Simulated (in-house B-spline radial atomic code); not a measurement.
A run on Pd5+ (an excited or competing configuration) that did not converge. Method: scalar-relativistic (X2C) wB97X, spin-polarised, spherical fractional occupations, exact exchange averaged over the configuration, Fermi nucleus of rms radius 4.5318 fm; computed with a B-spline radial code for spherical atoms.

Command:
```bash
python run_scf.py task.json out
```
Settings (nuclear radius in fm, mass in u):
```
Z                46
configuration    [Ar] 3d10 4s2 4p5 4d5 5f1
hamiltonian      x2c
method           wb97x
spin_polarised   True
nucleus          fermi
rms_radius       4.5318
atomic_mass      105.90348
speed_of_light   137.035999084
exact_exchange   averaged over the configuration
```

First and last ten iterations of the last attempt (damped for 15 steps, keeping 80 % of the old Fock matrix, then DIIS):
```
 iter        energy (Eh)    residual
    1       -5022.862851    7.55e-01
    2       -5032.513664    3.35e-01
    3       -5033.872041    2.37e-01
    4       -5034.550092    1.69e-01
    5       -5034.887709    1.20e-01
    6       -5035.055904    8.87e-02
    7       -5035.140531    6.57e-02
    8       -5035.182576    4.89e-02
    9       -5035.203997    3.66e-02
   10       -5035.215058    2.75e-02
  111       -5035.227625    8.64e-06
  112       -5035.227625    1.26e-05
  113       -5035.227625    3.90e-06
  114       -5035.227625    1.09e-05
  115       -5035.227625    7.14e-06
  116       -5035.227625    1.03e-05
  117       -5035.227625    1.02e-05
  118       -5035.227625    9.48e-06
  119       -5035.227625    1.23e-05
  120       -5035.227625    1.80e-06
 not converged after 120 iterations
```

The smallest residual met was 1.8e-06; the threshold is about 5e-07. Over the last five steps the energy moves by less than 1e-08 hartree, but the orbitals didn't meet the threshold. Time taken, with all properties: 20 s on 1 thread of Intel(R) Xeon(R) Platinum 8259CL CPU @ 2.50GHz, on a shared host.
